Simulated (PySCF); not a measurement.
**Me2PhSi(SeBu) (C12H20SeSi): Computed beside measured shifts**

System: Me2PhSi(SeBu) (C12H20SeSi), SMILES CCCC[Se][Si](C)(C)c1ccccc1.

Atom-mapped SMILES (hydrogens are numbered by the atom that bears them): [CH3:1][CH2:2][CH2:3][CH2:4][Se:5][Si:6]([CH3:7])([CH3:8])[c:9]1[cH:10][cH:11][cH:12][cH:13][cH:14]1

Computed with GIAO KT3/pcSseg-1, gas phase, PySCF SCF with an in-house response code, fitting set def2-universal-JFIT, grid level 2, non-relativistic, geometry: GFN2-xTB.

One optimised conformer. Values are averaged over the atoms that symmetry or fast rotation interchanges, on this one geometry and without vibrational averaging. Shifts are the reference shielding less the shielding here, at the same level (13C, 1H, 29Si against isolated TMS; 77Se against isolated Me2Se); nuclei without a reference have shieldings only.

Spin-orbit coupling is left out, which matters for the heavier atoms here.

**Question.** What shifts does this level give for Si6, Se5, and how do they compare with measurement?

**Answer.** 
```
atom  nucleus  computed / ppm  measured / ppm  computed less measured  measured against  medium of the measurement
 Si6     29Si            18.1             6.2                    11.9               TMS                   solution
 Se5     77Se          -154.8            -116                   -38.8             Me2Se                   solution
```

Measured values: U. Herzog, Habilitationsschrift, TU Bergakademie Freiberg, 2002/2003.
